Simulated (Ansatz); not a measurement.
Job for Ansatz (a quantum-chemistry and plane-wave program): U-r2SCAN/def2-TZVPP on H4PbSi (SMILES [SiH3][PbH]), a point of a bond scan (R = 1.489 Å). Elements past Kr take the def2 small-core potentials; no spin–orbit coupling.

Ansatz 0.2 input:
```yaml
crystal:
  periodic: [false, false, false]
  atoms:
    - {symbol: Pb, position_ang: [0.01264380, 0.35481597, 0.33070929]}
    - {symbol: H, position_ang: [-0.43048829, 1.47502972, -1.08006028]}
    - {symbol: Si, position_ang: [-0.03318368, -1.72695224, -1.46551517]}
    - {symbol: H, position_ang: [0.95307064, -1.49870105, -2.55764763]}
    - {symbol: H, position_ang: [-1.37568005, -1.84281653, -2.09941456]}
    - {symbol: H, position_ang: [0.28087739, -3.05109006, -0.86382657]}
basis:
  gaussian:
    orbitals: def2-TZVPP
hamiltonian:
  xc: {name: r2SCAN}
magnetization: {spin_polarized: true, initial_magnetization: 0}
```

Program output:

```
WARN ansatz: RAYON_NUM_THREADS=1 ignored (pool sized by the plan → 1); use --threads N
Functional definition: r2SCAN
integrals: 0.06 GiB planned
906 factors; their error is unknown
mean field: 0.59 GiB planned
mean field evaluation 1: about -13190.4292 eV, gradient 1.4e1 eV
mean field evaluation 2: about -13188.8594 eV, gradient 2.1e1 eV
mean field evaluation 4: about -13192.1945 eV, gradient 8.3e-1 eV
mean field evaluation 8: about -13192.1752 eV, gradient 2.3e-2 eV
mean field evaluation 16: about -13191.3548 eV, gradient 4.4e0 eV
mean field -13192.17522939 eV, -484.8034977026 hartree, gradient 2.5e-5 eV, S^2 0.000000; 1 other end points of the search recorded, 0 dependent functions left out
reference -13192.17524882 eV, -484.8034984167 hartree; 20, 20 occupied and 128, 128 virtual orbitals, 906 factors
Total energy: -13192.17524882 eV, -484.8034984167 hartree
```

The calculation finished and met its thresholds.

Cost: around 6 core-seconds (rough).
